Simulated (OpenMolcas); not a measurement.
# Multiplet structure of Cu⁶⁺

```yaml
Program: OpenMolcas
Method: "SS-CASPT2, IPEA 0.25 Eh, imaginary shift 0.1 Eh (closed shells correlated: 3s 3p)"
Basis: ANO-RCC-VQZP [7s6p4d3f2g1h]
Scalar_Hamiltonian: DKH2, point nucleus
Active_space: 5 electrons in 10 orbitals (3d 4d)
State_averaging: 2S+1 = 6 even, 1 root; 2S+1 = 4 even, 24 roots; 2S+1 = 2 even, 52 roots
Spin-orbit_coupling: state interaction with AMFI integrals over the reference wave functions, term energies averaged over their components
```

Spin-free terms above the lowest, with the occupations of the reference (each correlating shell added to its valence partner):

```
Configuration   Term  E (cm⁻¹)  Occupations
          3d⁵     ⁶S       0.0      3d 5.00
          3d⁵     ⁴G     48000      3d 5.00
          3d⁵     ⁴P     53380      3d 5.00
          3d⁵     ⁴D     57440      3d 5.00
          3d⁵     ²I     70120      3d 5.00
          3d⁵     ²D     75120      3d 5.00
          3d⁵  ²F(1)     77310      3d 5.00
          3d⁵     ⁴F     78510      3d 5.00
          3d⁵     ²H     84250      3d 5.00
          3d⁵     ²G     85030      3d 5.00
```

With spin-orbit coupling, above the lowest level:

| Configuration | Term | J | E (cm⁻¹) | Measured (cm⁻¹) | g | Term weight % | Second |
| --- | --- | --- | --- | --- | --- | --- | --- |
| 3d⁵ | ⁶S | 5/2 | 0.0 | 0.0 | 2.001 | 100 |  |
| 3d⁵ | ⁴G | 5/2 | 47810 |  | 0.573 | 99 |  |
| 3d⁵ | ⁴G | 7/2 | 47950 |  | 0.985 | 99 |  |
| 3d⁵ | ⁴G | 11/2 | 48040 |  | 1.273 | 100 |  |
| 3d⁵ | ⁴G | 9/2 | 48050 |  | 1.172 | 100 |  |
| 3d⁵ | ⁴P | 5/2 | 52630 | 50732 | 1.568 | 86 | 12 ⁴D |
| 3d⁵ | ⁴P | 3/2 | 52900 | 51067 | 1.676 | 89 | 11 ⁴D |
| 3d⁵ | ⁴P | 1/2 | 53300 | 51407 | 2.559 | 96 | 4 ⁴D |
| 3d⁵ | ⁴D | 7/2 | 57410 | 55742 | 1.427 | 99 |  |
| 3d⁵ | ⁴D | 1/2 | 57710 | 56210 | 0.110 | 96 | 4 ⁴P |
| 3d⁵ | ⁴D | 3/2 | 58030 | 56428 | 1.255 | 89 | 11 ⁴P |
| 3d⁵ | ⁴D | 5/2 | 58120 | 56427 | 1.398 | 87 | 12 ⁴P |
| 3d⁵ | ²I | 11/2 | 69930 | 67757 | 0.926 | 98 |  |
| 3d⁵ | ²I | 13/2 | 70250 | 67918 | 1.077 | 100 |  |
| 3d⁵ | ²D | 5/2 | 73460 |  | 1.093 | 65 | 31 ²F(1) |
| 3d⁵ | ²D | 3/2 | 74780 | 72227 | 0.755 | 88 | 12 ⁴F |
| 3d⁵ | ²F(1) | 7/2 | 77370 | 74408 | 1.145 | 89 | 8 ⁴F |
| 3d⁵ | ⁴F | 9/2 | 78360 | 75930 | 1.321 | 94 | 5 ²G |
| 3d⁵ | ⁴F | 5/2 | 78420 | 76019 | 1.002 | 81 | 17 ²F(1) |
| 3d⁵ | ⁴F | 7/2 | 78590 | 76349 | 1.228 | 89 | 9 ²F(1) |
| 3d⁵ | ⁴F | 3/2 | 79110 | 76886 | 0.447 | 88 | 12 ²D |
| 3d⁵ | ²F(1) | 5/2 | 79880 |  | 0.994 | 51 | 31 ²D |
| 3d⁵ | ²H | 9/2 | 83430 | 80717 | 0.980 | 68 | 29 ²G |
| 3d⁵ | ²H | 11/2 | 84800 | 81954 | 1.088 | 98 | 2 ²I |
| 3d⁵ | ²G | 7/2 | 85320 | 82746 | 0.896 | 97 |  |
| 3d⁵ | ²G | 9/2 | 86510 | 83910 | 1.054 | 66 | 31 ²H |

Against the 19 measured excited levels shown (the list in Gamrath, thesis, University of Mons (2023)) the mean absolute deviation is 2200 cm-1; the largest miss in energy is 3d⁵ ²F_7/2(1): computed 77370, measured 74408 cm⁻¹ (+4.0 %).

Spin-orbit coupling puts the lowest level 124 cm⁻¹ below the lowest spin-free term.

CASPT2 does not keep the components of a term degenerate, so their means are used; among the terms shown or strongly mixed into the levels shown the widest spread is 140 cm-1 (3d⁵ ²I). Some levels mix across a computed gap that differs much from the measured one, so their mixing is not that of the real levels. Active for correlation alone: 4d; no level in the range computed is led by a configuration that fills it, so any true level of that kind is missing. Computed and measured levels are paired by configuration, term and J; levels that our copy of the source lacks, or whose pairing is in doubt (as where it misses far off the trend of its configuration), stay unpaired and out of the deviations. Levels of configurations outside the active space are missing. The first state left out of the spin-orbit step lies near 110000 cm-1 above the lowest spin-free state of the reference (among the parities and spins computed), and the list stops at four fifths of that energy or lower.

The CASPT2 steps took 19 min on 1 thread of Intel(R) Xeon(R) Platinum 8488C (Sapphire Rapids), with other jobs on the host; the integral step is not counted.

The term weight is that of the spin-free term in the level, not the purity of its configuration. A number in round brackets counts repeated terms of one configuration in the order of the reference energies.
